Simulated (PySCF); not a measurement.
The dipole of `CC(C)(CF)O[SiH2]O` from its density and from atomic charges.

Coordinates (GFN2-xTB, Å) and charges (e) from the PBE0/pcSseg-1 density (PySCF):

```
atom       x       y       z  Mulliken      IAO  Hirshfeld  ESP-fitted
  C1  -1.313   1.365  -0.512   -0.1681  -0.4274    -0.1296     -0.5265
  C2  -0.537   0.124  -0.064   -0.2096  +0.2353    +0.0895     +0.7631
  C3  -0.714  -1.010  -1.070   -0.2098  -0.4381    -0.1262     -0.5152
  C4  -1.035  -0.328   1.321   +0.2698  +0.0303    +0.0154     -0.0430
  F5  -2.362  -0.668   1.281   -0.3352  -0.3280    -0.1068     -0.2337
  O6   0.807   0.494   0.082   -0.6353  -0.6560    -0.2142     -0.6754
 Si7   2.184  -0.368   0.069   +0.9568  +1.2214    +0.4428     +0.9405
  O8   3.339   0.729   0.350   -0.5487  -0.7986    -0.3145     -0.7285
  H9  -2.378   1.151  -0.533   +0.1195  +0.1503    +0.0416     +0.1234
 H10  -0.987   1.663  -1.505   +0.1168  +0.1460    +0.0428     +0.1379
 H11  -1.129   2.187   0.176   +0.1143  +0.1448    +0.0403     +0.1326
 H12  -1.768  -1.257  -1.163   +0.1334  +0.1595    +0.0475     +0.1396
 H13  -0.167  -1.891  -0.741   +0.1168  +0.1353    +0.0411     +0.0985
 H14  -0.330  -0.705  -2.040   +0.1276  +0.1486    +0.0453     +0.1309
 H15  -0.928   0.479   2.051   +0.1036  +0.1401    +0.0425     +0.0767
 H16  -0.481  -1.210   1.655   +0.1000  +0.1354    +0.0393     +0.0826
 H17   2.493  -0.940  -1.235   -0.1414  -0.1758    -0.0844     -0.1524
 H18   2.182  -1.377   1.131   -0.1565  -0.1929    -0.0925     -0.1974
 H19   3.115   1.570   0.741   +0.2459  +0.3699    +0.1799     +0.4461
```

Compute μ = Σ q r for each scheme (1 e·Å = 4.803 D) and compare with the dipole of the full density.

The full density gives (-0.44, 0.58, 0.05) D, 0.72 D in size; dipole vectors point from the negative to the positive end.

| scheme | μx | μy | μz | size (D) | share of the full size (%) | angle to the full dipole (°) |
| --- | --- | --- | --- | --- | --- | --- |
| Mulliken | -0.75 | -1.00 | -0.44 | 1.32 | 183 | 106 |
| IAO | 0.21 | -0.82 | -0.17 | 0.87 | 120 | 156 |
| Hirshfeld | -0.05 | 0.14 | 0.05 | 0.16 | 22 | 23 |
| ESP-fitted | -0.45 | 0.56 | 0.04 | 0.72 | 99 | 2 |

Which set comes closest?

Length of the difference vector: ESP-fitted 0.03 D, Hirshfeld 0.58 D, IAO 1.56 D, Mulliken 1.68 D. Closest: ESP-fitted. 

What is left for the Hirshfeld atoms' own dipoles?

The Hirshfeld atoms' densities add up to the full density, so μ = Σ q r + Σ (atomic dipoles). The atomic dipoles sum to (-0.44, 0.58, 0.05) − (-0.05, 0.14, 0.05) = (-0.39, 0.44, 0.00) D, 0.58 D in size.

With the origin at the mean of the coordinates, (-0.001, 0.000, 0.000) Å, which are the largest single terms, by size, of the IAO dipole along the direction of the full one?

Si7 -9.41, O8 +5.40, C1 -3.78, H18 +2.16, H17 +1.97 D; all 19 atoms together -0.79 D. The single terms depend on the origin, their sum doesn't.

Give the size of the full dipole in other units.

0.72 D = 0.285 au = 0.151 e·Å = 2.42 × 10⁻³⁰ C·m.

Isolated species at its GFN2-xTB geometry (one conformer only).

These values come from a run that also computed NMR shieldings. The run took 47 s wall (grids of density and orbitals included) on one thread of an Arm Neoverse V1 (shared host), and the process peaked at 0.88 GiB of memory.

Conformer computed: `[CH3:1][C:2]([CH3:3])([CH2:4][F:5])[O:6][SiH2:7][OH:8]`: C1–C2–C4–F5 61°, C1–C2–O6–Si7 -158°, C2–O6–Si7–O8 -178°, H–O8–Si7–O6 19°.
